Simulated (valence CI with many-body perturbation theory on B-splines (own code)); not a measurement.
# E1 transitions of Te³⁸⁺

Level of theory: relativistic CI+MBPT: four valence electrons over a frozen Dirac-Fock core [Ne], a basis of 11 s, 11 p, 10 d, 8 f, 5 g, 2 h functions for each j, with the one-electron correlation potential Σ1, the two-electron term Σ2, the three-electron term Σ3, Breit, model QED; selected CI, second order for the rest, scaled by the run's own slope (own B-spline code, finite nucleus).

The last digits are not significant, and no measured levels were compared; by estimate large intervals hold to a few tenths of a per cent, small ones and those within an open d or f shell to about a per cent. Among the levels kept, up to 690 cm⁻¹ of a level comes from second order outside the variational space, and about a tenth of that is noise between levels of different J, which matters for small intervals.

Lines 151 to 200 of 562 in falling wavelength, among levels below 4866.5 × 10³ cm⁻¹, chosen from the strongest by gf and those to the six lowest levels. Wavelengths and rates use the calculated energies. Electric multipoles are in the length gauge, E1 and E2 with the static RPA response of the core. Weak lines are less certain than strong ones. Lines between different terms over intervals too small for the method are left out, as are lines whose strength nearly cancels. Where a level lies close to another of its J and parity, the split of strength between their lines is uncertain. The highest levels of a list are the least certain.

Levels are named by their leading jj configuration (3d3/2^4 stands for four electrons in 3d with j = 3/2), which in mixed levels can hold well under half, so a name can repeat and another be missing. Letters in brackets count levels of one name in rising energy.

```
λ vac (Å)                           Upper                           Lower   A (s⁻¹)  log gf  Branch %
    73.98   (3p1/2 3p3/2^2 3d5/2) J=4 [a]  (3s 3p1/2 3p3/2 3d3/2) J=3 [c]  4.04e+10   -0.53      23.0
    73.93   (3p1/2 3p3/2^2 3d3/2) J=1 [d]      (3s 3p1/2 3p3/2 3d5/2) J=0  5.47e+10   -0.87      10.3
    73.87  (3s 3p1/2 3p3/2 3d5/2) J=3 [c]          (3s^2 3p1/2 3d5/2) J=2  1.78e+11    0.01      93.1
    73.83  (3s 3p1/2 3p3/2 3d5/2) J=1 [b]          (3s 3p1/2 3p3/2^2) J=0  6.71e+10   -0.78      55.0
    73.75      (3s 3p3/2^2 3d3/2) J=2 [c]          (3s^2 3p3/2 3d5/2) J=1  1.95e+10   -1.10       2.8
    73.72  (3s 3p1/2 3d3/2 3d5/2) J=3 [d]  (3s 3p1/2 3p3/2 3d5/2) J=3 [a]  1.54e+10   -1.06       5.8
    73.70       (3p1/2^2 3p3/2 3d5/2) J=1  (3s 3p1/2 3p3/2 3d3/2) J=0 [a]  4.27e+10   -0.98      27.8
    73.70          (3s^2 3p1/2 3d5/2) J=3          (3s^2 3p1/2 3p3/2) J=2  7.03e+10   -0.40      95.9
    73.60  (3s 3p1/2 3p3/2 3d5/2) J=1 [c]      (3s 3p1/2 3p3/2^2) J=1 [a]  9.79e+10   -0.62      48.3
    73.43  (3s 3p1/2 3d3/2 3d5/2) J=2 [a]  (3s 3p1/2 3p3/2 3d3/2) J=1 [a]  6.45e+10   -0.58      48.0
    73.43      (3s 3p1/2 3d3/2 3d5/2) J=5      (3s 3p1/2 3p3/2 3d3/2) J=4  6.05e+10   -0.27      68.5
    73.38   (3p1/2 3p3/2^2 3d3/2) J=1 [b]  (3s 3p1/2 3p3/2 3d3/2) J=1 [c]  9.72e+10   -0.63      23.0
    73.36      (3s 3p1/2 3d5/2^2) J=2 [b]  (3s 3p1/2 3p3/2 3d3/2) J=1 [c]  3.99e+10   -0.79      13.8
    73.33  (3s 3p1/2 3p3/2 3d3/2) J=2 [e]      (3s 3p1/2 3p3/2^2) J=2 [a]  2.11e+10   -1.07       7.9
    73.33          (3s 3p1/2^2 3d5/2) J=2          (3s 3p1/2^2 3p3/2) J=2  2.33e+10   -1.03      47.3
    73.30  (3s 3p1/2 3d3/2 3d5/2) J=4 [b]      (3s 3p1/2 3p3/2 3d3/2) J=4  1.04e+10   -1.12      10.4
    73.30   (3p1/2 3p3/2^2 3d3/2) J=2 [a]  (3s 3p1/2 3p3/2 3d3/2) J=2 [d]  1.97e+10   -1.10       7.8
    73.08  (3s 3p3/2 3d3/2 3d5/2) J=3 [b]          (3s 3p3/2^2 3d3/2) J=3  3.32e+10   -0.73      10.5
    73.05  (3s 3p1/2 3p3/2 3d5/2) J=2 [b]      (3s 3p1/2 3p3/2^2) J=1 [a]  9.25e+10   -0.43      42.6
    73.01  (3s 3p1/2 3d3/2 3d5/2) J=3 [b]      (3s 3p1/2 3p3/2 3d3/2) J=4  2.77e+10   -0.81      16.4
    72.97          (3s 3p3/2 3d3/2^2) J=3  (3s 3p1/2 3p3/2 3d5/2) J=2 [b]  1.32e+10   -1.13       2.8
    72.95  (3s 3p1/2 3p3/2 3d5/2) J=1 [a]      (3s 3p1/2 3p3/2^2) J=2 [a]  3.51e+10   -1.08      20.3
    72.81  (3s 3p1/2 3p3/2 3d3/2) J=2 [a]          (3s 3p1/2^2 3p3/2) J=1  5.50e+10   -0.66      72.6
    72.70       (3p1/2 3p3/2^2 3d3/2) J=4  (3s 3p1/2 3p3/2 3d5/2) J=3 [a]  3.37e+10   -0.62      14.2
    72.64   (3p1/2 3p3/2^2 3d3/2) J=1 [d]  (3s 3p1/2 3p3/2 3d5/2) J=1 [c]  3.35e+10   -1.10       6.3
    72.49  (3s 3p1/2 3d3/2 3d5/2) J=4 [c]  (3s 3p1/2 3p3/2 3d3/2) J=3 [b]  1.69e+10   -0.92       8.6
    72.47          (3s 3p1/2 3d5/2^2) J=5      (3s 3p1/2 3p3/2 3d5/2) J=5  3.42e+10   -0.53      41.7
    72.47             (3p1/2 3p3/2^3) J=2      (3s 3p1/2 3p3/2^2) J=1 [b]  1.94e+10   -1.12       5.9
    72.40  (3s 3p1/2 3d3/2 3d5/2) J=2 [d]  (3s 3p1/2 3p3/2 3d3/2) J=2 [d]  4.11e+10   -0.79      11.8
    72.37   (3p1/2 3p3/2^2 3d3/2) J=3 [a]  (3s 3p1/2 3p3/2 3d3/2) J=2 [e]  1.99e+10   -0.96       8.1
    72.34  (3s 3p1/2 3p3/2 3d3/2) J=2 [c]          (3s^2 3p1/2 3d3/2) J=2  6.25e+10   -0.61      48.6
    72.32      (3s 3p3/2^2 3d5/2) J=4 [b]          (3s^2 3p3/2 3d5/2) J=3  2.30e+11    0.21      65.7
    72.32      (3s 3p1/2 3p3/2 3d5/2) J=0      (3s 3p1/2 3p3/2^2) J=1 [a]  9.79e+10   -1.11      29.7
    72.27       (3p1/2 3p3/2^2 3d3/2) J=4  (3s 3p1/2 3p3/2 3d3/2) J=3 [c]  1.11e+11   -0.11      46.7
    72.22   (3p1/2 3p3/2^2 3d5/2) J=4 [b]  (3s 3p1/2 3p3/2 3d5/2) J=3 [b]  6.37e+10   -0.35      22.4
    72.21  (3s 3p3/2 3d3/2 3d5/2) J=4 [c]      (3s 3p3/2^2 3d5/2) J=4 [a]  7.05e+10   -0.30      26.7
    72.06   (3p1/2 3p3/2^2 3d5/2) J=3 [a]  (3s 3p1/2 3p3/2 3d3/2) J=3 [b]  2.78e+10   -0.82      10.0
    72.03      (3s 3p1/2 3d5/2^2) J=2 [b]  (3s 3p1/2 3p3/2 3d5/2) J=3 [a]  6.04e+10   -0.63      20.9
    72.02      (3s 3p1/2 3d5/2^2) J=2 [a]  (3s 3p1/2 3p3/2 3d3/2) J=2 [e]  4.00e+10   -0.81      19.1
    71.97   (3p1/2 3p3/2^2 3d3/2) J=2 [c]  (3s 3p1/2 3p3/2 3d3/2) J=1 [d]  1.10e+11   -0.37      21.8
    71.93      (3s 3p3/2^2 3d5/2) J=2 [c]                (3s 3p3/2^3) J=1  3.33e+11    0.11      52.5
    71.92          (3s^2 3d3/2 3d5/2) J=2          (3s^2 3p3/2 3d3/2) J=1  1.01e+11   -0.41      17.7
    71.85  (3s 3p1/2 3p3/2 3d3/2) J=1 [d]          (3s^2 3p1/2 3d3/2) J=1  5.28e+10   -0.91      10.4
    71.84      (3s 3p3/2^2 3d3/2) J=1 [b]          (3s^2 3p3/2 3d3/2) J=1  3.14e+10   -1.14       6.5
    71.82          (3s^2 3d3/2 3d5/2) J=2          (3s^2 3p3/2 3d3/2) J=2  3.60e+10   -0.86       6.3
    71.82   (3p1/2 3p3/2^2 3d5/2) J=3 [a]  (3s 3p1/2 3p3/2 3d3/2) J=2 [c]  2.43e+10   -0.88       8.7
    71.80      (3s 3p3/2^2 3d5/2) J=3 [d]                (3s 3p3/2^3) J=2  2.35e+11    0.10      46.4
    71.74      (3s 3p3/2^2 3d3/2) J=1 [b]          (3s^2 3p3/2 3d3/2) J=2  7.01e+10   -0.79      14.5
    71.67   (3p1/2 3p3/2^2 3d3/2) J=3 [a]  (3s 3p1/2 3p3/2 3d3/2) J=2 [d]  5.35e+10   -0.54      21.6
    71.67  (3s 3p1/2 3p3/2 3d5/2) J=2 [a]          (3s 3p1/2 3p3/2^2) J=3  8.82e+10   -0.47      46.1
```
